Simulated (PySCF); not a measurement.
# Assigning NMR signals

Structure with atom numbers: `[O:1]=[c:2]1[cH:3][cH:4][o:5][cH:6][c:7]1[F:8]`. Each H is labelled by its parent atom.

Calculated, not measured (PySCF): shielding tensors at PBE0/pcSseg-1 (GIAO), GFN2-xTB structure. Single conformer, non-relativistic, no solvent.

Referencing at the same level of theory: TMS for $^{13}$C (σ = 186.93 ppm), $^{1}$H (σ = 31.72 ppm).

(1) Assign these signals to the numbered atoms. $^{13}$C{$^{1}$H} NMR (computed): δ 171.2, 166.1, 159.1, 148.8, 128.5.

(2) Assign these signals to the numbered atoms. $^{1}$H NMR (600 MHz, computed): δ 8.08 (m, 1H), 7.73 (d, 1H), 6.61 (m, 1H).

Results:

(1) 
171.2 → C2, ring carbonyl carbon
166.1 → C7, unsaturated ring carbon
159.1 → C4, unsaturated ring CH
148.8 → C6, unsaturated ring CH
128.5 → C3, unsaturated ring CH

(2) 
8.08 → H(C6), hydrogen on a unsaturated ring CH
7.73 → H(C4), hydrogen on a unsaturated ring CH
6.61 → H(C3), hydrogen on a unsaturated ring CH

Splittings by $^{19}$F in the carbon and heteronuclear signals aren't shown, as no couplings were computed. Shifts are as computed. Against solution values, carbons near 30 ppm lie about +3 ppm off and those near 130 ppm about +5 ppm (rms about the fit 2.1 ppm; single classes can miss by 10 ppm). Of 1328 compounds with measured shifts, 309 miss one by over three times the rms of a fit or turn the order of signals round; such compounds aren't used in these exercises. Signals without a measured value on file couldn't be tested in this way; 1H shifts scatter by 0.2 ppm about their fit, and single ones miss by 0.5 ppm. Multiplicities follow the n + 1 count of equivalent neighbours, as no J values were calculated; m marks all less simple cases, F and P coupling included.
